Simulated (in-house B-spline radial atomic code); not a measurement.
## Ionising Hg⁶⁺ with different functionals

Computed with an all-electron radial atomic-structure program (B-spline basis): scalar-relativistic (spin-free X2C) Hamiltonian, Fermi nucleus of rms radius 5.4648 fm, spin-polarised at highest spin, spherical fractional occupations for the functionals, and exact exchange of hybrids averaged over the configuration. The ionisation energy is the difference of two self-consistent energies, [Xe] 4f14 5d6 → [Xe] 4f14 5d5, without Breit or QED terms; ε is the level of the shell that loses the electron (its least bound occupied spin orbital). There is no spin-orbit coupling in this Hamiltonian.

```tsv
method	rung	ΔSCF (eV)	-ε(5d) (eV)
PBE0	global hybrid	95.18	89.33
B3LYP	global hybrid	95.50	89.09
TPSSh	global hybrid	95.08	87.88
BHandHLYP	global hybrid	95.23	91.51
r2SCAN0	global hybrid	94.73	89.08
B97-1	global hybrid	95.47	89.16
HSE06	range-separated hybrid	95.12	88.84
wB97X	range-separated hybrid	95.06	91.86
CAM-B3LYP	range-separated hybrid	95.48	91.04
LC-wPBE	range-separated hybrid	95.16	92.22
```

Problem. Among the functionals, which spreads more, the ΔSCF values or the orbital energies?

Solution. The orbital energies: ΔSCF values span about 0.77 eV and the orbital energies 4.35 eV; here energy differences depend much less on the functional than eigenvalues do.

Problem. How do they compare with the NIST value?

Solution. NIST lists 93 eV ± 2 (measured, ground level to ground level). Errors run from +1.73 to +2.50 eV; all lie within about twice that uncertainty, so the table can't rank the methods.
